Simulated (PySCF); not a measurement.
Theory: delta-SCF UKS SCAN, pcX-2 on the ionised atom, pcseg-1 elsewhere, spin-free X2C in PySCF 2.14.0. Geometries: PBE0-D3(BJ)/def2-SVP; isolated species, one conformer each. Values against the vacuum level.

Question: Order these sites by rising C 1s binding energy.
A. C3 in `[SiH3:1][O:2]/[CH:3]=[CH:4]\[Br:5]`
B. C1 in `[CH3:1][c:2]1[cH:3][cH:4][cH:5][c:6]([PH:7][PH2:8])[cH:9]1`
C. C6 in `[CH3:1][N+:2]([CH3:3])([AlH3-:4])[CH2:5][CH:6]([F:7])[F:8]`
D. C2 in `[NH2:1][C@@H:2]1[C@H:3]2[CH2:4][C@@H:5]12`

Answer: B (290.75 eV), D (291.75 eV), A (292.44 eV), C (295.97 eV).

From the lowest up, the atoms are bonded to: C and 3 H (290.75); N, 2 C and H (291.75); O, C (double bond) and H (292.44); 2 F, C and H (295.97).

Question: Rank by computed N 1s binding energy, lowest first.
A. Nitrogen in `N[C@H]1[C@H]2C[C@@H]12`
B. Nitrogen in `C[N+](C)([AlH3-])CC(F)F`
C. Nitrogen in `N[C@@H]1[C@H]2C[C@@H]12`

Answer: A (404.85 eV), C (405.21 eV), B (406.85 eV).

From the lowest up, the atoms are bonded to: C and 2 H (404.85); C and 2 H (405.21); 3 C and Al (406.85).
